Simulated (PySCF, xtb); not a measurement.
SbF3, SMILES [F][Sb]([F])[F].

GFN2-xTB run with xtb at its own geometry gives an orbital gap of 5.26 eV and a dipole moment of 5.23 D.

Coordinates come from a B3LYP-D3(BJ)/def2-SVP optimisation. The isomer is the one that the SMILES or the coordinates give; other isomers of the formula were not compared. The def2 effective core potentials stand for the cores of Sb; spin–orbit coupling is left out.

Question: What does HF/def2-TZVPD (PySCF) give? (An estimate is asked for; the answer gives what the named calculation found.)

Answer: gap 13.86 eV (levels -13.05 and 0.81 eV), dipole 4.32 D.
